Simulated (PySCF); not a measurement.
A PySCF script (with the pyscf-properties extension) for the NMR shieldings of `C[C@@]1(C(=O)Cl)CC[C@@H]([SiH3])C1`, C₇H₁₃ClOSi, on a GFN2-xTB geometry:

```python
import basis_set_exchange as bse
import numpy as np
from pyscf import gto, dft
from pyscf.prop import nmr

atoms = """
C    -2.272531   -0.062355   -0.856728
C    -1.136110    0.087626    0.157022
C    -1.646253    0.814817    1.370862
O    -1.279286    1.841260    1.832333
Cl   -2.969302   -0.055321    2.184173
C    -0.550435   -1.282656    0.594914
C     0.925945   -1.250937    0.188732
C     1.291983    0.232567    0.211834
Si    2.934185    0.656316   -0.649185
C     0.060056    0.865771   -0.429490
H    -2.619112    0.916126   -1.183209
H    -3.110699   -0.601769   -0.423609
H    -1.914122   -0.611202   -1.724253
H    -0.638857   -1.405886    1.674671
H    -1.088970   -2.102921    0.123082
H     1.547540   -1.846276    0.855787
H     1.042192   -1.643837   -0.823365
H     1.330239    0.558400    1.256851
H     4.021216   -0.044507    0.035106
H     2.854845    0.205148   -2.041400
H     3.146122    2.102041   -0.608264
H    -0.015794    1.932210   -0.225133
H     0.082393    0.722371   -1.510653
"""
names = dict.fromkeys(["C", "O", "Cl", "Si", "H"], "pcSseg-1")
basis = {el: gto.basis.parse(bse.get_basis(n, elements=[el], fmt="nwchem")) for el, n in names.items()}
mol = gto.M(atom=atoms, basis=basis, charge=0, verbose=0)
mf = dft.RKS(mol, xc="PBE0")
mf.grids.level = 2
mf.grids.alignment = dft.numint.BLKSIZE   # the property module wants whole blocks of grid points
mf.conv_tol = 1e-9
mf.kernel()

calc = nmr.RKS(mf)   # GIAO
C = mf.mo_coeff
Co = C[:, mf.mo_occ > 0]
resp = mf.gen_response(singlet=True, hermi=2)
def vind(x):   # induced exchange potential for any number of trial vectors
    d = np.einsum("pi,xij,qj->xpq", C, 2 * x.reshape(-1, C.shape[1], Co.shape[1]), Co, optimize=True)
    return np.einsum("xpq,pi,qj->xij", resp(d - d.transpose(0, 2, 1)), C, Co, optimize=True).ravel()
mo1, _ = nmr.rhf.solve_mo1(calc, with_cphf=vind)
sigma = calc.kernel(mo1)
for i, s in enumerate(sigma):   # ppm
    print("%2d %-2s %9.2f" % (i, mol.atom_pure_symbol(i), np.trace(s) / 3))
```

Q: What are the results?

A: 
```
 0 C     156.84
 1 C     125.42
 2 C      -5.06
 3 O    -238.33
 4 Cl    532.04
 5 C     142.87
 6 C     152.15
 7 C     161.00
 8 Si    415.69
 9 C     142.18
10 H      30.32
11 H      29.53
12 H      30.55
13 H      29.41
14 H      29.90
15 H      29.81
16 H      30.35
17 H      30.60
18 H      27.82
19 H      28.21
20 H      27.79
21 H      28.99
22 H      30.77
```

These numbers come from an equivalent density-fitted implementation of the same equations, which agrees with the script to about 0.01 ppm for H and up to a few tenths of a ppm for heavy atoms, so last digits may differ.

Q: Turn these shieldings into chemical shifts. δ = σ(ref) − σ, references computed at the same level: 13C (σref 186.93) and 29Si (σref 349.16) and 1H (σref 31.72) against TMS; 17O (σref 336.08) vs H2O; HCl for 35Cl (σref 949.78).

A: Averaging equivalent atoms: C 2: 192.0; C 1: 61.5; C 9: 44.7; C 5: 44.1; C 6: 34.8; C 0: 30.1; C 7: 25.9; O 3: 574.4; Cl 4: 418; Si 8: -66.5; H 18/19/20: 3.78; H 21: 2.72; H 13: 2.31; H 15: 1.91; H 14: 1.81; H 10/11/12: 1.59; H 16: 1.36; H 17: 1.12; H 22: 0.95 ppm. Unscaled 17O shifts of doubly bonded oxygen tend to come out too high, by tens of ppm or more. Experimental scales use liquid or dissolved standards, which lie at an offset from isolated H2O (liquid H2O: subtract about 36 ppm).

Size and cost of the density-fitted run: 249 basis functions, of the order of 2.8 core-minutes.
